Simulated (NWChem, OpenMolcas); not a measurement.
## From NWChem to OpenMolcas

NWChem 7.3.0 runs this on BH3O3 (boric acid):

test.xyz:
```
7
BH3O3 gradient
O     -1.109700     0.802600     0.321900
B     -0.012200    -0.006800     0.228700
O      0.501200    -0.469300     1.400100
O      0.600700    -0.381300    -0.945400
H     -1.457400     1.118600    -0.511500
H      1.266800    -1.028200     1.254500
H      0.210500    -0.035700    -1.748300
```

test.nw:
```
start test
title "BH3O3 gradient"
memory total 2200 mb

geometry noautosym nocenter noautoz
 load test.xyz
end

basis spherical bse
 O library def2-SVPD
 B library def2-SVPD
 H library def2-SVPD
end

dft
 xc revpbe cpbe96
 grid fine
 convergence energy 1e-08
 maxiter 100
 mulliken
 print low
end

task dft gradient
```

```bash
$ nwchem test.nw > test.out
```

The shape is that of a PBE0-D4/def2-TZVP optimisation. This is a higher conformer, about 20 kJ/mol above the lowest found by a separate search.

It gives a total energy of -252.240301 Eh.

**Question.** Translate the job to OpenMolcas 26.06 as an input file of the program's own.

**Answer.** One way, which was run:

struct.xyz:
```
7

O     -1.109700     0.802600     0.321900
B     -0.012200    -0.006800     0.228700
O      0.501200    -0.469300     1.400100
O      0.600700    -0.381300    -0.945400
H     -1.457400     1.118600    -0.511500
H      1.266800    -1.028200     1.254500
H      0.210500    -0.035700    -1.748300
```

run.inp:
```
&GATEWAY
 BasLib=$CurrDir
 Coord=struct.xyz
 Basis=def2-SVPD
 Group=NoSym

&SEWARD
 GridInput
 Grid=UltraFine
 End of Grid

&SCF
 KSDFT=revPBE
 Thresholds=1e-10 1e-07 1e-07 1e-05
 PrOrbitals=1 2

&ALASKA
```

```bash
$ export MOLCAS_MEM=1860
$ pymolcas run.inp > run.log
```

(Basis files named in the input come from the Basis Set Exchange and aren't shown.)

Its energy is -252.240301 Eh, 0.000 mEh from the first.
